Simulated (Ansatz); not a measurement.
C2H7ClSi, SMILES CC[SiH2]Cl.

Geometry: B3LYP-D3(BJ)/def2-SVP. Other conformers were not sampled.

Two levels are set side by side: PBE/def2-SVPD (Ansatz, a program for electronic structure) and PBE0/def2-SVPD (Ansatz). Energy differences of separate SCF runs at the same geometry; the states with an electron removed or added have multiplicity 2 and 2. Differences are taken from unrounded values.

```csv
quantity,PBE0,PBE,PBE minus PBE0
vertical ionisation energy (eV),10.51,10.11,-0.41
vertical singlet–triplet gap (eV),6.91,6.40,-0.52
```
